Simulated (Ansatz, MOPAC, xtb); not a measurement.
The molecule YO, multiplicity 2 (lowest of 2S+1 = 2, 4, 6 at CCSD(T)/def2-TZVPP on PBE0 minima; our sources give no spin for the ground state, which may be another). No spin–orbit coupling.

Constants: fifth-degree fit in 1/R to seven points, most abundant isotopes. In def2 and cc sets the state is the lowest found near the PBE0 minimum, followed along R.

The values were computed with Ansatz (Gaussian orbitals); MOPAC for PM6 (differences of heats of formation); xtb for the GFN methods.  In def2 rows elements past Kr take small-core potentials, without spin–orbit coupling. The GFN methods have no spin term and hold the electronic entropy of 300 K.

| level | r_e (Å) | ω_e (cm⁻¹) | α_e (cm⁻¹) | ω_e x_e (cm⁻¹) | dipole (D) |
|---|---|---|---|---|---|
| PM6 | 1.838 | 875 | 0.00087 | 1.5 | - |
| GFN1-xTB | 1.868 | 652 | 0.0036 | 4.5 | - |
| GFN2-xTB | 1.885 | 428 | 0.0055 | 5.3 | - |
| SVWN5/def2-TZVPP | 1.787 | 883 | 0.0017 | 2.8 | 4.51 |
| PBE/def2-TZVPP | 1.801 | 858 | 0.0018 | 2.9 | 4.39 |
| r2SCAN/def2-TZVPP | 1.794 | 881 | 0.0017 | 2.7 | 4.47 |
| B97M-V/def2-TZVPP | 1.795 | 876 | 0.0017 | 2.7 | 4.73 |
| B3LYP/def2-TZVPP | 1.798 | 874 | 0.0016 | 2.7 | 4.84 |
| PBE0/def2-TZVPP | 1.782 | 898 | 0.0016 | 2.6 | 4.52 |
| BHLYP/def2-TZVPP | 1.781 | 909 | 0.0015 | 2.5 | 5.01 |
| CAM-B3LYP/def2-TZVPP | 1.787 | 896 | 0.0016 | 2.5 | 4.94 |
| wB97X-V/def2-TZVPP | 1.782 | 904 | 0.0016 | 2.5 | 4.65 |
| wB97M-V/def2-TZVPP | 1.785 | 897 | 0.0016 | 2.5 | 4.57 |
| B2PLYP/def2-TZVPP | 1.809 | 849 | 0.0018 | 3.0 | - |
| CCSD/def2-TZVPP | 1.795 | 885 | 0.0016 | 2.5 | - |
| CCSD/def2-QZVPP | 1.783 | 884 | 0.0016 | 2.4 | - |
| CCSD(T)/def2-TZVPP | 1.809 | 855 | 0.0017 | 2.7 | - |
| CCSD(T)/def2-QZVPP | 1.796 | 854 | 0.0017 | 2.7 | - |
| CCSD(T)/CBS(def2-TZVPP, def2-QZVPP) | 1.792 | 856 | 0.0017 | 2.7 | - |

Correlated levels freeze the inner cores; with def2 sets outer-core shells near the valence are correlated too. CBS(a, b) extrapolates the correlation energy as X⁻³ and adds the Hartree–Fock energy of set b. The state reached by PM6 isn't checked.

Ansatz is a program for electronic structure.
